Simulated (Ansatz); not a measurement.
C₂H₆BNS, SMILES `BC(=N)CS`: the same geometry under several functionals.

```yaml
crystal:
  periodic: [false, false, false]
  atoms:
    - {symbol: B, position_ang: [-1.397844, 0.001979, 0.100917]}
    - {symbol: C, position_ang: [0.057739, -0.227697, 0.719420]}
    - {symbol: N, position_ang: [0.457921, -0.262199, 1.917505]}
    - {symbol: C, position_ang: [0.905557, -0.301188, -0.540224]}
    - {symbol: S, position_ang: [-0.280150, 0.576438, -1.627858]}
    - {symbol: H, position_ang: [-1.935538, -0.997147, -0.305837]}
    - {symbol: H, position_ang: [-2.107276, 0.902447, 0.448498]}
    - {symbol: H, position_ang: [1.470860, -0.396174, 1.978754]}
    - {symbol: H, position_ang: [0.965450, -1.318751, -0.934041]}
    - {symbol: H, position_ang: [1.899140, 0.149693, -0.529126]}
    - {symbol: H, position_ang: [0.029442, 1.815597, -1.207509]}
basis:
  gaussian: {orbitals: def2-TZVPP}
hamiltonian: {xc: {name: B2PLYP}}
```

```sh
$ ansatz run in.yaml --threads 4 --pin off --events-out ev --progress --plain --max-ram 10444MiB
```

Output, abridged:

```
Functional definition: B2PLYP
1474 factors; integrals over basis functions are off by at most 1.2e-3 eV
mean field evaluation 1: about -15152.9413 eV, gradient 5.0e1 eV
mean field evaluation 2: about -15153.1093 eV, gradient 5.0e1 eV
mean field evaluation 4: about -15159.2832 eV, gradient 6.0e0 eV
mean field evaluation 8: about -15159.3792 eV, gradient 8.2e-1 eV
mean field evaluation 16: about -15159.3812 eV, gradient 4.3e-4 eV
mean field -15159.38120287 eV, -557.0969838078 hartree, gradient 8.5e-6 eV, S^2 0.000000; 0 other end points of the search recorded, 0 dependent functions left out
9 core orbitals not correlated: weight in the atoms' cores, before any rotation towards them, 1.000 or more for the frozen orbitals, at most 0.000 for the correlated occupied ones
reference -15159.38136749 eV, -557.0969898575 hartree; 14, 14 occupied and 227, 227 virtual orbitals, 1474 factors
second order -27.47106823 eV of doubles, -0.00000000 eV of singles
Total energy: -15166.79855591 eV, -557.3695665045 hartree
```

Run time 6 s (4 threads of an Arm Neoverse V1 on a shared host); peak host memory 0.67 GiB.

The same input with `hamiltonian: {xc: {name: B3LYP}, dispersion: d4}` and forces (abridged; 4.9 s):

```
Functional definition: B3LYP
mean field evaluation 16: about -15174.8969 eV, gradient 1.0e-2 eV
mean field -15174.89689570 eV, -557.6671750026 hartree, gradient 2.0e-5 eV, S^2 0.000000
Total energy: -15175.31308850 eV, -557.6824698058 hartree
Atom 0 force    -0.315914    -0.086740     0.211183 eV/Å
Atom 1 force    -0.132016    -0.008208    -0.009305 eV/Å
Atom 2 force     0.077409    -0.003953     0.125039 eV/Å
Atom 3 force     0.334180    -0.195991     0.002515 eV/Å
Atom 4 force    -0.042867     0.265168    -0.406406 eV/Å
Atom 5 force     0.039697     0.109296     0.053631 eV/Å
Atom 6 force     0.077466    -0.104194    -0.032782 eV/Å
Atom 7 force     0.005814    -0.000465     0.045279 eV/Å
Atom 8 force     0.023830     0.066622     0.032921 eV/Å
Atom 9 force    -0.061430    -0.041532     0.011749 eV/Å
Atom 10 force    -0.006169    -0.000003    -0.033825 eV/Å
Dipole moment:     0.637893     0.151134    -0.683913 e Å
```

With the line `hamiltonian: {xc: pbe, dispersion: d4}` and forces (abridged; 3 s):

```
Functional definition: PBE
mean field evaluation 16: about -15163.7701 eV, gradient 1.8e-3 eV
mean field -15163.77004996 eV, -557.2582709636 hartree, gradient 2.1e-5 eV, S^2 0.000000
Total energy: -15164.02768170 eV, -557.2677387552 hartree
Atom 0 force     0.050226     0.061454    -0.036247 eV/Å
Atom 1 force    -0.327543     0.008978    -0.514458 eV/Å
Atom 2 force    -0.091597     0.023853     0.763472 eV/Å
Atom 3 force     0.136500    -0.034462     0.060195 eV/Å
Atom 4 force    -0.301052    -0.111515    -0.334907 eV/Å
Atom 5 force    -0.073577    -0.098853    -0.048329 eV/Å
Atom 6 force    -0.095542     0.078102     0.045433 eV/Å
Atom 7 force     0.381284    -0.050431     0.064066 eV/Å
Atom 8 force     0.024546    -0.207084    -0.096751 eV/Å
Atom 9 force     0.229066     0.083979    -0.001086 eV/Å
Atom 10 force     0.067687     0.245980     0.098612 eV/Å
Dipole moment:     0.637422     0.152049    -0.666370 e Å
```

The same input with `hamiltonian: {xc: pbe0, dispersion: d4}` (abridged; 3.1 s):

```
Functional definition: PBE0
mean field evaluation 16: about -15165.0985 eV, gradient 2.8e-4 eV
mean field -15165.09845731 eV, -557.3070890332 hartree, gradient 5.1e-5 eV, S^2 0.000000
Total energy: -15165.31435591 eV, -557.3150231604 hartree
```

B3LYP takes the VWN-RPA correlation (the form of Gaussian; ORCA's B3LYP/G).
